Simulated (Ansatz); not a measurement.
Input file for Ansatz (a first-principles code): R-CCSD(T)/cc-pV(D+d)Z on H6O7Si2 (SMILES O[Si](O)(O)O[Si](O)(O)O). The basis file is the Basis Set Exchange's JSON of that set.

Ansatz 0.2 input:
```yaml
crystal:
  periodic: [false, false, false]
  atoms:
    - {symbol: O, position_ang: [2.88992585, 0.48585735, 0.41737047]}
    - {symbol: Si, position_ang: [1.44630849, -0.30786854, 0.50606086]}
    - {symbol: O, position_ang: [1.41466513, -1.44381201, -0.68777353]}
    - {symbol: O, position_ang: [1.27678011, -0.88646946, 2.03824047]}
    - {symbol: O, position_ang: [0.15522019, 0.71537461, 0.28248293]}
    - {symbol: Si, position_ang: [-1.36644164, 0.52003626, -0.29713575]}
    - {symbol: O, position_ang: [-1.79726588, 1.88245384, -1.12014354]}
    - {symbol: O, position_ang: [-1.27920326, -0.85547499, -1.23724787]}
    - {symbol: O, position_ang: [-2.53829995, 0.21811898, 0.81524412]}
    - {symbol: H, position_ang: [3.29172782, 0.49633083, -0.45919715]}
    - {symbol: H, position_ang: [0.52351078, -1.57215063, -1.06035888]}
    - {symbol: H, position_ang: [2.05770610, -1.30721643, 2.41559519]}
    - {symbol: H, position_ang: [-1.07066850, 2.38873526, -1.50197846]}
    - {symbol: H, position_ang: [-2.11311523, -1.31120655, -1.40455317]}
    - {symbol: H, position_ang: [-2.89095000, 0.97739150, 1.29349431]}
basis:
  gaussian:
    orbitals: cc-pV_D+d_Z.json
magnetization: {spin_polarized: false}
correlation: {method: ccsd_t, electrons: outside_noble_gas}
scf: {lower_state_search: off}
```

It printed:

```
WARN ansatz: RAYON_NUM_THREADS=8 ignored (pool sized by the plan → 8); use --threads N
Functional definition: HF
these checks for a lower state are left out or cut short: stability, starts, cluster_reference, orbital_swaps, neighbouring_geometries, increment
integrals: 0.62 GiB planned
1669 factors; integrals over basis functions are off by at most 1.3e-3 eV
mean field: 0.86 GiB planned
mean field evaluation 1: about -30083.6235 eV, gradient 7.0e1 eV
mean field evaluation 2: about -30083.6330 eV, gradient 7.0e1 eV
mean field evaluation 4: about -30092.2063 eV, gradient 3.6e0 eV
mean field evaluation 8: about -30092.2450 eV, gradient 2.5e-1 eV
mean field -30092.24513782 eV, -1105.8696115586 hartree, gradient 3.0e-6 eV, S^2 0.000000; 0 other end points of the search recorded, 0 dependent functions left out
17 core orbitals not correlated
reference -30092.24513782 eV, -1105.8696115586 hartree; 28, 28 occupied and 129, 129 virtual orbitals, 1669 factors
second order -40.42920909 eV of doubles, -0.00000000 eV of singles
coupled cluster: 2.27 GiB planned
cycle   1  -40.27151085 eV  change    1.6e-1 eV  update   1.3e-1
cycle   2  -41.08665846 eV  change   -8.2e-1 eV  update   3.5e-2
cycle   3  -41.30718917 eV  change   -2.2e-1 eV  update   1.8e-2
cycle   4  -41.28994256 eV  change    1.7e-2 eV  update   3.1e-3
cycle   5  -41.28744872 eV  change    2.5e-3 eV  update   1.3e-3
cycle   6  -41.28824731 eV  change   -8.0e-4 eV  update   3.7e-4
cycle   7  -41.28807688 eV  change    1.7e-4 eV  update   1.2e-4
cycle   8  -41.28795330 eV  change    1.2e-4 eV  update   3.5e-5
cycle   9  -41.28793842 eV  change    1.5e-5 eV  update   1.1e-5
perturbative correction -0.89824194 eV, -0.0330097826 hartree
Total energy: -30134.43131819 eV, -1107.4199250923 hartree
Checks for a lower state left out: stability, starts, cluster_reference, orbital_swaps, neighbouring_geometries, increment
```

The run converged.

Cost: around 7 core-minutes (rough).
